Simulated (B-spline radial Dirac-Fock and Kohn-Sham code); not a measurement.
## Core-level shifts of antimony with charge state

Method: multi-electron Dirac-Fock with separately optimised hole states, Breit and Lamb-shift corrections added in first order. Computed with a radial finite-basis atomic code. Each ion is free and in its tabulated ground configuration. Correlation and solid-state effects are left out.

Reference: Sb¹⁷⁺, [Ar] 3d10 4s2 4p4, with K (1s) 30958.2 eV, L1 (2s) 5168.9 eV, L2 (2p1/2) 4846.6 eV, M1 (3s) 1389.3 eV, M4 (3d3/2) 980.4 eV. Shifts from it, in eV (a dash: the subshell is empty, belongs to an open shell averaged over j, or its hole state is left out as unreliable):

```tsv
ion	configuration	K (1s)	L1 (2s)	L2 (2p1/2)	M1 (3s)	M4 (3d3/2)
Sb¹⁸⁺	[Ar] 3d10 4s2 4p3	+44.1	+41.5	–	+38.1	+38.6
Sb¹⁹⁺	[Ar] 3d10 4s2 4p2	+89.2	+83.8	+84.3	+76.9	+78.0
Sb²⁰⁺	[Ar] 3d10 4s2 4p1	+135.4	+127.1	+127.9	+116.4	+118.1
Sb²¹⁺	[Ar] 3d10 4s2	+182.7	+171.3	+172.5	+156.7	+158.9
Sb²²⁺	[Ar] 3d10 4s1	+230.3	+215.6	+218.2	–	+201.1
Sb²³⁺	[Ar] 3d10	?	?	?	?	?
Sb²⁴⁺	[Ar] 3d9	+371.5	+351.6	+355.4	+307.6	–
```

Question: Give the missing shifts for Sb²³⁺.

Answer: K (1s) +279.9, L1 (2s) +261.7, L2 (2p1/2) +264.9, M1 (3s) +238.4, M4 (3d3/2) +244.1 (eV).
